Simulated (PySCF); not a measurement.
C₃H₄FNSi, SMILES F[SiH2]/C=C\C#N. Atoms are numbered in the order given.

```xyz
10

N      1.3947    -0.8739     2.3408
C      1.3105    -1.0631     1.2014
C      1.1645    -1.2548    -0.2235
C      0.2959    -0.5187    -0.9343
Si    -0.8011     0.8102    -0.1833
F     -1.7265     1.3746    -1.3996
H      1.7987    -2.0254    -0.6749
H      0.2337    -0.7120    -2.0126
H     -1.6850     0.2317     0.8578
H      0.0185     1.9285     0.3448
```

Geometry: ωB97X-D3(BJ)/def2-SVP. The structure was generated by enumeration; whether it is a known compound was not checked. Other conformers were not sampled.

Method: KT2/pcSseg-1 run with PySCF.

GIAO shieldings, no solvent; atoms alike by connectivity are averaged. δ = σ(ref) − σ: ¹⁵N against NH3 (σ = 266.2 ppm); ¹³C against TMS (σ = 185.1 ppm); ²⁹Si against TMS (σ = 361.9 ppm); ¹⁹F against CFCl3 (σ = 127.1 ppm); ¹H against TMS (σ = 31.47 ppm), references at their B3LYP-D3(BJ)/def2-TZVP geometries, non-relativistic.

```json
[
 {"nucleus": "¹⁵N", "atoms": "N1", "count": "1", "δ (ppm)": "307.6"},
 {"nucleus": "¹³C", "atoms": "C4", "count": "1", "δ (ppm)": "150.1"},
 {"nucleus": "¹³C", "atoms": "C3", "count": "1", "δ (ppm)": "116.5"},
 {"nucleus": "¹³C", "atoms": "C2", "count": "1", "δ (ppm)": "113.5"},
 {"nucleus": "²⁹Si", "atoms": "Si5", "count": "1", "δ (ppm)": "-1.7"},
 {"nucleus": "¹⁹F", "atoms": "F6", "count": "1", "δ (ppm)": "-264.8"},
 {"nucleus": "¹H", "atoms": "H8", "count": "1", "δ (ppm)": "7.00"},
 {"nucleus": "¹H", "atoms": "H7", "count": "1", "δ (ppm)": "6.15"},
 {"nucleus": "¹H", "atoms": "H9, H10", "count": "2", "δ (ppm)": "5.98"}
]
```
